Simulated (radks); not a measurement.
Values are calculated unless marked as measured or tabulated.
Question: These are the eigenvalues of the occupied orbitals of an atom or ion with whole-number occupations (Ry). Code: a radial shooting solver on a logarithmic mesh with Libxc functionals. Model: non-relativistic Kohn-Sham, BLYP, spin-polarised, spherical densities, point nucleus.

1s up: -3027.839
1s down: -3027.834
2s up: -479.1834
2s down: -479.1808
2p up: -454.4240
2p down: -454.4203
3s up: -108.3229
3s down: -108.3189
3p up: -97.51758
3p down: -97.51324
3d up: -77.37199
3d down: -77.36790
4s up: -25.44932
4s down: -25.44125
4p up: -21.31387
4p down: -21.30529
4d up: -13.99698
4d down: -13.98712
5s up: -6.20311
5s down: -6.18151
5p up: -4.90053
5p down: -4.87896
6s up: -2.07204
6p up: -1.69221

Which element is it, and in what charge state? The configuration may be excited. Open shells, if any, are filled with parallel spins first.

Answer: Z = 60, neodymium, charge +3: Nd3+ in [Xe] 6s1 6p2. The list shows which subshells hold electrons but not how many an open one holds; the 1s level, -1513.9 hartree, gives Z - s = 55.0 by -(Z - s)^2/2, which with screening narrows Z to a few neighbours, and the depths of the outer levels then fix element, charge and occupations together.
